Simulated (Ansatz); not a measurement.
(1) Predict a relaxed structure of [II2]- (I3⁻), charge -1, singlet, at PBE-D4/def2-SVPD (Ansatz).

Results:

(1) 
Cartesian coordinates in Å:
```
I 0.000 0.000 0.000
I -0.738 2.281 -1.798
I 0.738 -2.281 1.798
```
Point group D∞h (tolerance 0.1 Å). This is one stationary point.

In the def2 sets I takes a core potential; there is no spin–orbit coupling.
